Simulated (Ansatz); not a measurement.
System: CH₃NOSi, charge 0, singlet. CH3NOSi (isocyanatosilane, SMILES C(=O)=N[SiH3]).
B3LYP-D3(BJ)/def2-TZVP minimum from Ansatz (an electronic-structure program):
```xyz
7

Si    -1.5688    -0.1388    -0.2345
N      0.1165     0.0152     0.0103
C      1.2899     0.1142     0.1928
O      2.4409     0.2121     0.3704
H     -2.1821     1.2039    -0.1909
H     -1.8046    -0.7610    -1.5530
H     -2.1317    -0.9881     0.8347
```
Charge 0, spin multiplicity 1.

Total energies in cc-pV(D+d)Z, 22 correlated electrons, 8 frozen orbitals. Radicals and triplets start from unrestricted determinants; spin-orbit coupling is neglected. Correlated methods leave the cores frozen. No relativity.

| method | program | energy (Eh) | minus CCSDT(Q) (mEh) |
|---|---|---|---|
| HF | Ansatz | -457.91918 | 604.27 |
| MP2 | Ansatz | -458.47708 | 46.37 |
| CCSD | Ansatz | -458.49964 | 23.82 |
| CCSD(T) | Ansatz | -458.52079 | 2.66 |
| CCSDT(Q) | Ansatz | -458.52345 | 0.00 |

Rough core times of Ansatz's runs on a shared machine: CCSD(T) under 20 s, CCSDT(Q) 8 min.
